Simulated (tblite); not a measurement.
A geometry optimisation, step by step.

C₅H₇FSi.
Atom-mapped SMILES: `[F:1][CH2:2][C:3]1=[CH:4][SiH2:5][CH:6]=[CH:7]1` (hydrogens: H8, H9 on C2; H10 on C4; H11, H12 on Si5; H13 on C6; H14 on C7)

Computed with GFN2-xTB (tblite), gas phase: L-BFGS steps from a force-field or distance-geometry start until the largest atomic force falls under 0.01 eV/Å. 11 of its 28 geometries are shown.

Step 0: E = -562.3423 eV, largest atomic force 1.671 eV/Å
```
atom  x, y, z in Å  |  force x, y, z in eV/Å
F1      2.776    0.988   -0.118    0.124   0.233  -0.058
C2      2.113   -0.200   -0.214    0.224  -0.382   0.509
C3      0.647   -0.041   -0.057   -1.152   1.209   0.050
C4     -0.015    1.136    0.126    0.408  -0.633   0.014
Si5    -1.866    0.879    0.268   -0.106   0.118  -0.191
C6     -1.553   -0.955    0.012    0.358  -0.091   0.019
C7     -0.233   -1.206   -0.130   -0.870  -0.233   0.094
H8      2.520   -0.846    0.589   -0.083   0.089  -0.151
H9      2.370   -0.644   -1.176    0.037  -0.043  -0.256
H10     0.429    2.107    0.218    0.508  -0.056  -0.081
H11    -2.395    1.179    1.612    0.019   0.012  -0.259
H12    -2.606    1.475   -0.877    0.138  -0.116   0.402
H13    -2.360   -1.668    0.008    0.368  -0.361  -0.110
H14     0.170   -2.205   -0.282    0.026   0.257   0.020
```

Step 3: E = -562.4193 eV, largest atomic force 0.400 eV/Å
```
atom  x, y, z in Å  |  force x, y, z in eV/Å
F1      2.781    0.994   -0.121   -0.098  -0.143  -0.006
C2      2.108   -0.206   -0.203   -0.092   0.096  -0.128
C3      0.620   -0.025   -0.061   -0.086   0.193   0.062
C4     -0.017    1.145    0.134    0.112  -0.275  -0.034
Si5    -1.868    0.882    0.260    0.044  -0.051   0.102
C6     -1.562   -0.957    0.016    0.084   0.032   0.007
C7     -0.256   -1.208   -0.126   -0.057   0.254   0.026
H8      2.518   -0.847    0.589   -0.077   0.006   0.025
H9      2.369   -0.643   -1.182   -0.097   0.066   0.122
H10     0.464    2.098    0.212    0.377   0.047  -0.035
H11    -2.394    1.181    1.595   -0.040   0.040  -0.089
H12    -2.600    1.471   -0.855   -0.097   0.072  -0.003
H13    -2.336   -1.695    0.000    0.013  -0.396  -0.058
H14     0.172   -2.190   -0.280    0.014   0.060   0.010
```

Step 5: E = -562.4455 eV, largest atomic force 0.281 eV/Å
```
atom  x, y, z in Å  |  force x, y, z in eV/Å
F1      2.778    0.988   -0.123   -0.108  -0.052   0.022
C2      2.095   -0.203   -0.203    0.026  -0.013  -0.011
C3      0.607   -0.018   -0.062    0.101   0.108   0.109
C4     -0.016    1.156    0.140    0.229  -0.139  -0.084
Si5    -1.865    0.881    0.260    0.029  -0.029   0.062
C6     -1.576   -0.959    0.021    0.234  -0.141  -0.056
C7     -0.266   -1.196   -0.123   -0.007   0.123  -0.011
H8      2.510   -0.847    0.591   -0.173   0.075  -0.068
H9      2.360   -0.638   -1.178   -0.117  -0.003   0.043
H10     0.512    2.090    0.204    0.106  -0.018  -0.004
H11    -2.397    1.185    1.577   -0.110   0.076   0.157
H12    -2.603    1.472   -0.839   -0.156   0.128  -0.161
H13    -2.313   -1.738   -0.009   -0.030  -0.148  -0.007
H14     0.174   -2.173   -0.278   -0.023   0.033   0.010
```

Step 8: E = -562.4577 eV, largest atomic force 0.095 eV/Å
```
atom  x, y, z in Å  |  force x, y, z in eV/Å
F1      2.770    0.986   -0.123    0.007   0.056   0.013
C2      2.090   -0.203   -0.203    0.013   0.002  -0.001
C3      0.610   -0.014   -0.057   -0.006  -0.036   0.001
C4     -0.005    1.159    0.138   -0.054   0.056  -0.003
Si5    -1.863    0.880    0.262   -0.032   0.030  -0.021
C6     -1.573   -0.969    0.019   -0.005   0.032  -0.011
C7     -0.263   -1.188   -0.123    0.060  -0.071  -0.001
H8      2.494   -0.844    0.590   -0.042  -0.046   0.047
H9      2.347   -0.638   -1.176   -0.057  -0.048  -0.059
H10     0.541    2.084    0.201    0.007  -0.005   0.003
H11    -2.406    1.193    1.581   -0.030   0.029   0.019
H12    -2.614    1.481   -0.841   -0.005   0.010   0.027
H13    -2.302   -1.764   -0.014    0.083   0.041  -0.001
H14     0.175   -2.163   -0.277    0.058  -0.048  -0.013
```

Step 11: E = -562.4600 eV, largest atomic force 0.052 eV/Å
```
atom  x, y, z in Å  |  force x, y, z in eV/Å
F1      2.768    0.989   -0.121    0.001  -0.051  -0.010
C2      2.090   -0.203   -0.204   -0.029  -0.001   0.001
C3      0.611   -0.014   -0.055   -0.017   0.033  -0.017
C4     -0.007    1.161    0.137   -0.002  -0.037   0.002
Si5    -1.866    0.883    0.262    0.008  -0.003   0.026
C6     -1.568   -0.967    0.017    0.028   0.019   0.001
C7     -0.258   -1.191   -0.123    0.013   0.014   0.004
H8      2.486   -0.847    0.593   -0.005   0.002  -0.013
H9      2.338   -0.642   -1.180   -0.020   0.015   0.035
H10     0.546    2.083    0.201   -0.022  -0.008  -0.002
H11    -2.412    1.197    1.584    0.001   0.005  -0.048
H12    -2.618    1.485   -0.840   -0.005   0.004   0.026
H13    -2.293   -1.764   -0.014    0.018   0.012  -0.005
H14     0.181   -2.167   -0.278    0.031  -0.003   0.001
```

Step 14: E = -562.4606 eV, largest atomic force 0.031 eV/Å
```
atom  x, y, z in Å  |  force x, y, z in eV/Å
F1      2.769    0.985   -0.122    0.021  -0.007  -0.004
C2      2.087   -0.203   -0.203    0.003  -0.008   0.005
C3      0.610   -0.013   -0.056    0.013  -0.010   0.006
C4     -0.008    1.160    0.137    0.004   0.017   0.004
Si5    -1.865    0.883    0.263    0.008  -0.014  -0.018
C6     -1.565   -0.966    0.017    0.002  -0.022   0.003
C7     -0.255   -1.192   -0.122    0.004   0.005  -0.009
H8      2.482   -0.849    0.593   -0.007  -0.005  -0.005
H9      2.333   -0.643   -1.179   -0.002  -0.009  -0.004
H10     0.545    2.081    0.201   -0.020   0.013   0.001
H11    -2.414    1.200    1.581   -0.013   0.008   0.006
H12    -2.619    1.486   -0.836   -0.007   0.003   0.011
H13    -2.287   -1.764   -0.015   -0.012  -0.001  -0.002
H14     0.187   -2.168   -0.278    0.007   0.029   0.007
```

Step 16: E = -562.4609 eV, largest atomic force 0.025 eV/Å
```
atom  x, y, z in Å  |  force x, y, z in eV/Å
F1      2.771    0.983   -0.122    0.021   0.006   0.000
C2      2.087   -0.204   -0.203    0.020   0.001  -0.008
C3      0.610   -0.012   -0.056    0.002   0.011   0.010
C4     -0.008    1.160    0.137   -0.004   0.011   0.001
Si5    -1.865    0.882    0.262   -0.012  -0.004   0.001
C6     -1.563   -0.967    0.017   -0.017  -0.002   0.001
C7     -0.253   -1.191   -0.123   -0.007   0.003   0.000
H8      2.481   -0.849    0.593    0.002  -0.020   0.013
H9      2.332   -0.643   -1.178    0.001  -0.018  -0.018
H10     0.543    2.082    0.201   -0.003   0.023   0.002
H11    -2.415    1.201    1.580   -0.005   0.001  -0.005
H12    -2.620    1.487   -0.834   -0.006   0.001   0.005
H13    -2.287   -1.763   -0.016   -0.009  -0.014  -0.002
H14     0.189   -2.166   -0.278    0.016   0.001   0.000
```

Step 19: E = -562.4612 eV, largest atomic force 0.025 eV/Å
```
atom  x, y, z in Å  |  force x, y, z in eV/Å
F1      2.777    0.979   -0.124    0.007  -0.013  -0.001
C2      2.088   -0.205   -0.203    0.002  -0.001  -0.005
C3      0.611   -0.010   -0.055   -0.006   0.019  -0.002
C4     -0.009    1.162    0.138   -0.006  -0.002  -0.002
Si5    -1.865    0.880    0.262   -0.014   0.013   0.016
C6     -1.562   -0.969    0.017   -0.003   0.014  -0.008
C7     -0.252   -1.190   -0.124   -0.002   0.004   0.018
H8      2.478   -0.853    0.593    0.008  -0.004  -0.003
H9      2.328   -0.647   -1.179    0.006  -0.005   0.003
H10     0.538    2.087    0.201    0.002   0.008   0.003
H11    -2.419    1.204    1.577    0.001  -0.008   0.001
H12    -2.624    1.489   -0.830   -0.006  -0.002  -0.013
H13    -2.287   -1.765   -0.017    0.009  -0.011  -0.001
H14     0.196   -2.162   -0.277    0.002  -0.011  -0.006
```

Step 22: E = -562.4613 eV, largest atomic force 0.020 eV/Å
```
atom  x, y, z in Å  |  force x, y, z in eV/Å
F1      2.780    0.976   -0.124    0.006  -0.005  -0.002
C2      2.088   -0.206   -0.203   -0.008  -0.003   0.005
C3      0.611   -0.008   -0.055    0.004  -0.010   0.001
C4     -0.009    1.164    0.138   -0.001   0.008   0.001
Si5    -1.867    0.880    0.263    0.004   0.000  -0.013
C6     -1.562   -0.969    0.016    0.006  -0.002   0.001
C7     -0.251   -1.189   -0.122    0.004   0.003  -0.003
H8      2.478   -0.855    0.592   -0.002   0.002  -0.008
H9      2.328   -0.648   -1.179    0.000  -0.001   0.004
H10     0.537    2.089    0.201   -0.007  -0.004   0.000
H11    -2.420    1.204    1.577   -0.005  -0.004   0.016
H12    -2.626    1.489   -0.830   -0.001  -0.005  -0.005
H13    -2.285   -1.767   -0.018    0.013   0.007  -0.001
H14     0.198   -2.161   -0.277   -0.013   0.014   0.004
```

Step 24: E = -562.4614 eV, largest atomic force 0.013 eV/Å
```
atom  x, y, z in Å  |  force x, y, z in eV/Å
F1      2.782    0.974   -0.124    0.003   0.004  -0.001
C2      2.088   -0.207   -0.203    0.003   0.001   0.001
C3      0.611   -0.007   -0.055    0.004  -0.002   0.004
C4     -0.010    1.165    0.138    0.000   0.001   0.001
Si5    -1.867    0.881    0.262    0.002  -0.002  -0.004
C6     -1.562   -0.968    0.016    0.001   0.003   0.006
C7     -0.251   -1.188   -0.121   -0.001   0.006  -0.011
H8      2.478   -0.856    0.592   -0.006  -0.004   0.002
H9      2.328   -0.650   -1.179   -0.006  -0.002  -0.003
H10     0.536    2.090    0.202   -0.002  -0.002  -0.001
H11    -2.421    1.203    1.577    0.001  -0.007   0.000
H12    -2.627    1.489   -0.831    0.002  -0.006   0.000
H13    -2.284   -1.767   -0.018    0.006   0.005  -0.001
H14     0.198   -2.160   -0.277   -0.007   0.006   0.006
```

Step 27: E = -562.4614 eV, largest atomic force 0.009 eV/Å
```
atom  x, y, z in Å  |  force x, y, z in eV/Å
F1      2.784    0.973   -0.125   -0.001  -0.001   0.000
C2      2.088   -0.207   -0.203    0.002   0.001  -0.001
C3      0.612   -0.006   -0.054   -0.001   0.008  -0.002
C4     -0.010    1.165    0.138    0.002  -0.001   0.000
Si5    -1.868    0.881    0.262    0.000   0.003   0.006
C6     -1.561   -0.967    0.016    0.000   0.003   0.000
C7     -0.251   -1.187   -0.122    0.000   0.001   0.002
H8      2.477   -0.857    0.591   -0.002  -0.002   0.003
H9      2.327   -0.650   -1.179   -0.005   0.001  -0.001
H10     0.535    2.091    0.202    0.003   0.004   0.000
H11    -2.422    1.202    1.578    0.003  -0.006  -0.006
H12    -2.627    1.488   -0.831    0.001  -0.004  -0.002
H13    -2.282   -1.767   -0.018   -0.004  -0.001   0.000
H14     0.198   -2.159   -0.276    0.002  -0.006   0.000
```

Q: Summarise the path.

A: The energy falls by 0.1191 eV from step 0 to step 27; nine tenths of that is first reached at step 6. It falls at every step. The largest force goes from 1.671 to 0.009 eV/Å. Among the bonds Si5–H12 changes most, from 1.488 to 1.463 Å; the atoms move by 0.057 Å rms after alignment.

Q: Follow the three bonds and two angles with the largest change from start to end.

A: 
| step | E above end (eV) | largest force (eV/Å) | Si5–H12 (Å) | C3=C4 (Å) | C6=C7 (Å) | Si5–C6–H13 (°) | Si5–C4–H10 (°) |
| --- | --- | --- | --- | --- | --- | --- | --- |
| 0 | 0.1191 | 1.671 | 1.488 | 1.362 | 1.351 | 121.5 | 121.8 |
| 1 | 0.0832 | 0.992 | 1.478 | 1.329 | 1.334 | 121.5 | 121.4 |
| 2 | 0.0647 | 0.452 | 1.471 | 1.339 | 1.336 | 122.2 | 122.4 |
| 4 | 0.0270 | 0.451 | 1.450 | 1.348 | 1.337 | 125.8 | 126.1 |
| 5 | 0.0160 | 0.281 | 1.450 | 1.344 | 1.339 | 127.5 | 127.5 |
| 6 | 0.0087 | 0.210 | 1.455 | 1.341 | 1.335 | 128.3 | 128.4 |
| 7 | 0.0053 | 0.134 | 1.461 | 1.338 | 1.338 | 128.6 | 128.6 |
| 8 | 0.0037 | 0.095 | 1.464 | 1.339 | 1.336 | 128.4 | 128.6 |
| 9 | 0.0027 | 0.087 | 1.464 | 1.340 | 1.336 | 128.4 | 128.6 |
| 11 | 0.0015 | 0.052 | 1.463 | 1.341 | 1.337 | 128.5 | 128.9 |
| 12 | 0.0011 | 0.047 | 1.463 | 1.340 | 1.337 | 128.5 | 129.0 |
| 13 | 0.0009 | 0.036 | 1.463 | 1.340 | 1.336 | 128.5 | 129.0 |
| 14 | 0.0008 | 0.031 | 1.463 | 1.340 | 1.336 | 128.5 | 129.0 |
| 15 | 0.0007 | 0.023 | 1.463 | 1.340 | 1.336 | 128.4 | 129.0 |
| 16 | 0.0006 | 0.025 | 1.463 | 1.339 | 1.336 | 128.3 | 128.9 |
| 18 | 0.0003 | 0.033 | 1.462 | 1.340 | 1.336 | 128.2 | 128.8 |
| 19 | 0.0002 | 0.025 | 1.462 | 1.340 | 1.336 | 128.3 | 128.8 |
| 20 | 0.0002 | 0.016 | 1.462 | 1.340 | 1.336 | 128.3 | 128.8 |
| 21 | 0.0001 | 0.017 | 1.463 | 1.340 | 1.336 | 128.3 | 128.8 |
| 22 | 0.0001 | 0.020 | 1.463 | 1.340 | 1.336 | 128.4 | 128.8 |
| 23 | 0.0001 | 0.018 | 1.463 | 1.340 | 1.336 | 128.4 | 128.8 |
| 25 | 0.0000 | 0.010 | 1.463 | 1.340 | 1.336 | 128.4 | 128.7 |
| 26 | 0.0000 | 0.012 | 1.463 | 1.340 | 1.336 | 128.4 | 128.7 |
| 27 | 0.0000 | 0.009 | 1.463 | 1.340 | 1.336 | 128.5 | 128.7 |

What follows is the cost of the whole relaxation. Hardware: one thread of an Arm Neoverse N1, shared host with 64 logical CPUs at a one-minute load of 48. Cost: 0.24 s.
